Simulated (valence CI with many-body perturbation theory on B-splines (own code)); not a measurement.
**E1 transitions of Sr⁵⁺**

Method: relativistic CI+MBPT: five valence electrons over a frozen Dirac-Fock core [Ar] 3d10, a basis of 11 s, 11 p, 10 d, 8 f, 5 g, 2 h functions for each j, with the one-electron correlation potential Σ1 (screened to all orders), the two-electron term Σ2, the three-electron term Σ3, Breit, model QED; selected single and double excitations, second order for the rest, scaled by the run's own slope (own B-spline code, finite nucleus).

Against 20 measured levels this calculation errs by 110 cm⁻¹ on average and by 299 at most. These come from a selection out of Sansonetti, J. Phys. Chem. Ref. Data 41, 013102 (2012). Levels without a partner in it may be off by more. Among the levels kept, up to 3300 cm⁻¹ of a level comes from second order outside the variational space, and about a tenth of that is noise between levels of different J, which matters for small intervals.

Lines 251 to 300 of 600 in falling wavelength, among levels below 485520 cm⁻¹, chosen from the strongest by gf and those to the six lowest levels. Wavelengths and rates use the calculated energies, so an error of 100 cm⁻¹ moves a line at 48.31 nm by 0.048 % and its rate by three times that or more. Electric multipoles are in the length gauge, E1 and E2 with the static RPA response of the core. Weak lines are less certain than strong ones. Lines between different terms over intervals too small for the method are left out, as are lines whose strength nearly cancels. Where a level lies close to another of its J and parity, the split of strength between their lines is uncertain. The highest levels of a list are the least certain.

Names give the largest LS component (configuration and term), which can be under half, so a name can repeat, a term be missing and a line seem to break the LS rules; names also repeat where a configuration has a term twice. Letters in brackets count levels of one name in rising energy.

| λ vac (nm) | Upper | Lower | A (s⁻¹) | S (a.u.) with core polarisation | S without |
| --- | --- | --- | --- | --- | --- |
| 49.72 | 4p5 2P°_3/2 | 4s 4p4 4P_5/2 | 7.97e+07 | 1.93e-02 | 2.16e-02 |
| 49.62 | 4s 4p3 4d 4D°_7/2 [d] | 4s2 4p2 4d 4P_5/2 | 5.21e+09 | 2.51e+00 | 2.68e+00 |
| 49.57 | 4s2 4p2 4f 2G°_9/2 [b] | 4s2 4p2 4d 2F_7/2 [b] | 5.84e+08 | 3.51e-01 | 3.63e-01 |
| 49.41 | 4s 4p3 4d 4D°_7/2 [e] | 4s2 4p2 4d 4P_5/2 | 3.68e+09 | 1.75e+00 | 1.87e+00 |
| 49.39 | 4s2 4p2 4d 4D_1/2 | 4s2 4p3 2P°_3/2 | 1.48e+08 | 1.76e-02 | 1.97e-02 |
| 49.34 | 4s 4p3 4d 4D°_7/2 [c] | 4s2 4p2 4d 4F_7/2 | 8.24e+08 | 3.91e-01 | 4.22e-01 |
| 49.27 | 4s 4p3 4d 4D°_1/2 [e] | 4s2 4p2 4d 2P_1/2 [a] | 3.96e+09 | 4.68e-01 | 5.01e-01 |
| 49.26 | 4s 4p3 4d 4D°_1/2 [e] | 4s2 4p2 4d 4P_3/2 | 1.91e+09 | 2.25e-01 | 2.40e-01 |
| 49.25 | 4s 4p3 4d 4D°_5/2 [d] | 4s2 4p2 4d 4P_5/2 | 4.55e+09 | 1.61e+00 | 1.72e+00 |
| 49.21 | 4s2 4p2 4f 4G°_9/2 | 4s2 4p2 4d 4F_9/2 | 6.33e+08 | 3.72e-01 | 3.83e-01 |
| 49.19 | 4s 4p3 4d 2F°_7/2 [b] | 4s2 4p2 4d 4F_9/2 | 5.58e+08 | 2.62e-01 | 2.89e-01 |
| 48.96 | 4s 4p3 4d 2P°_3/2 [b] | 4s2 4p2 4d 2P_1/2 [a] | 1.92e+09 | 4.45e-01 | 4.75e-01 |
| 48.95 | 4s 4p3 4d 2P°_3/2 [b] | 4s2 4p2 4d 4P_3/2 | 1.69e+09 | 3.92e-01 | 4.21e-01 |
| 48.85 | 4s 4p3 4d 4D°_5/2 [c] | 4s2 4p2 4d 4F_7/2 | 3.05e+09 | 1.05e+00 | 1.16e+00 |
| 48.85 | 4s 4p3 4d 2D°_5/2 [c] | 4s2 4p2 4d 2P_3/2 [a] | 1.67e+09 | 5.78e-01 | 6.11e-01 |
| 48.75 | 4s2 4p2 4f 4G°_7/2 | 4s2 4p2 4d 4F_7/2 | 4.89e+08 | 2.24e-01 | 2.20e-01 |
| 48.62 | 4s2 4p2 4f 4G°_5/2 | 4s2 4p2 4d 4F_5/2 | 1.71e+09 | 5.81e-01 | 6.06e-01 |
| 48.50 | 4s 4p3 4d 2F°_5/2 [b] | 4s2 4p2 4d 4F_7/2 | 8.26e+08 | 2.79e-01 | 3.07e-01 |
| 48.47 | 4s2 4p2 4f 4G°_11/2 | 4s2 4p2 4d 4F_9/2 | 1.52e+10 | 1.02e+01 | 1.06e+01 |
| 48.43 | 4s 4p3 4d 4D°_7/2 [c] | 4s2 4p2 4d 4F_5/2 | 4.23e+09 | 1.90e+00 | 1.96e+00 |
| 48.31 | 4s 4p4 2S_1/2 [b] | 4s2 4p3 2D°_3/2 | 5.88e+08 | 6.54e-02 | 7.34e-02 |
| 48.25 | 4s2 4p2 4f 4F°_7/2 | 4s2 4p2 4d 2F_7/2 [b] | 6.46e+08 | 2.87e-01 | 2.88e-01 |
| 48.22 | 4s2 4p2 4f 4F°_9/2 | 4s2 4p2 4d 2F_7/2 [b] | 3.22e+09 | 1.78e+00 | 1.85e+00 |
| 48.16 | 4s2 4p2 4f 4G°_9/2 | 4s2 4p2 4d 4F_7/2 | 1.48e+10 | 8.18e+00 | 8.48e+00 |
| 48.15 | 4s2 4p2 4f 2F°_7/2 [b] | 4s2 4p2 4d 2F_7/2 [b] | 1.41e+09 | 6.21e-01 | 6.60e-01 |
| 48.12 | 4s2 4p2 4f 2F°_5/2 [a] | 4s2 4p2 4d 4D_3/2 | 6.52e+08 | 2.15e-01 | 2.25e-01 |
| 48.09 | 4s 4p3 4d 4D°_5/2 [d] | 4s2 4p2 4d 2P_3/2 [a] | 6.31e+08 | 2.08e-01 | 2.21e-01 |
| 48.04 | 4s 4p3 4d 4D°_3/2 [d] | 4s2 4p2 4d 2P_3/2 [a] | 1.07e+09 | 2.35e-01 | 2.53e-01 |
| 48.03 | 4s2 4p2 4f 4G°_5/2 | 4s2 4p2 4d 4F_3/2 | 1.20e+10 | 3.95e+00 | 4.09e+00 |
| 47.99 | 4s 4p3 4d 4D°_3/2 [c] | 4s2 4p2 4d 4F_5/2 | 3.62e+09 | 7.91e-01 | 8.74e-01 |
| 47.95 | 4s 4p3 4d 4D°_7/2 [d] | 4s2 4p2 4d 2G_7/2 | 3.38e+09 | 1.47e+00 | 1.60e+00 |
| 47.94 | 4s 4p3 4d 2F°_5/2 [c] | 4s2 4p2 4d 2G_7/2 | 1.48e+09 | 4.83e-01 | 5.38e-01 |
| 47.92 | 4s2 4p2 4f 2F°_7/2 [c] | 4s2 4p2 4d 2G_9/2 | 2.12e+09 | 9.22e-01 | 1.02e+00 |
| 47.85 | 4s2 4p2 4f 4G°_7/2 | 4s2 4p2 4d 4F_5/2 | 9.34e+09 | 4.04e+00 | 4.21e+00 |
| 47.76 | 4s 4p3 4d 4D°_7/2 [e] | 4s2 4p2 4d 2G_7/2 | 4.06e+09 | 1.74e+00 | 1.90e+00 |
| 47.75 | 4s 4p3 4d 4D°_1/2 [d] | 4s2 4p2 4d 4F_3/2 | 3.34e+09 | 3.59e-01 | 3.98e-01 |
| 47.49 | 4s2 4p2 4f 2F°_7/2 [c] | 4s2 4p2 4d 2G_7/2 | 5.41e+08 | 2.29e-01 | 2.39e-01 |
| 47.48 | 4s2 4p2 4f 2H°_9/2 | 4s2 4p2 4d 2F_7/2 [b] | 9.69e+08 | 5.12e-01 | 5.32e-01 |
| 47.47 | 4s2 4p2 4f 2G°_9/2 [c] | 4s2 4p2 4d 2G_9/2 | 8.76e+09 | 4.63e+00 | 5.00e+00 |
| 47.42 | 4s 4p3 4d 4D°_3/2 [c] | 4s2 4p2 4d 4F_3/2 | 1.04e+09 | 2.19e-01 | 2.46e-01 |
| 47.05 | 4s2 4p2 4f 2G°_9/2 [c] | 4s2 4p2 4d 2G_7/2 | 2.28e+09 | 1.17e+00 | 1.24e+00 |
| 46.93 | 4s2 4p2 4f 2G°_7/2 [b] | 4s2 4p2 4d 2F_7/2 [a] | 1.25e+09 | 5.09e-01 | 5.45e-01 |
| 46.92 | 4s2 4p2 4f 4F°_5/2 [a] | 4s2 4p2 4d 4D_5/2 | 1.56e+09 | 4.77e-01 | 4.94e-01 |
| 46.77 | 4s2 4p2 4d 4F_5/2 | 4s2 4p3 2D°_5/2 | 4.31e+07 | 1.31e-02 | 1.42e-02 |
| 46.77 | 4s2 4p2 4f 4F°_7/2 | 4s2 4p2 4d 4D_5/2 | 9.79e+09 | 3.96e+00 | 4.15e+00 |
| 46.75 | 4s 4p3 4d 2P°_1/2 [a] | 4s2 4p2 4d 4F_3/2 | 2.15e+09 | 2.17e-01 | 2.40e-01 |
| 46.69 | 4s2 4p2 4f 4F°_5/2 [b] | 4s2 4p2 4d 4D_5/2 | 2.43e+09 | 7.34e-01 | 7.63e-01 |
| 46.67 | 4s2 4p2 4f 2F°_7/2 [b] | 4s2 4p2 4d 4D_5/2 | 5.42e+08 | 2.18e-01 | 2.29e-01 |
| 46.59 | 4s2 4p2 4d 4F_3/2 | 4s2 4p3 2D°_3/2 | 1.77e+08 | 3.54e-02 | 3.87e-02 |
| 46.57 | 4s2 4p2 4f 2F°_5/2 [b] | 4s2 4p2 4d 2F_5/2 [a] | 5.83e+09 | 1.74e+00 | 1.86e+00 |
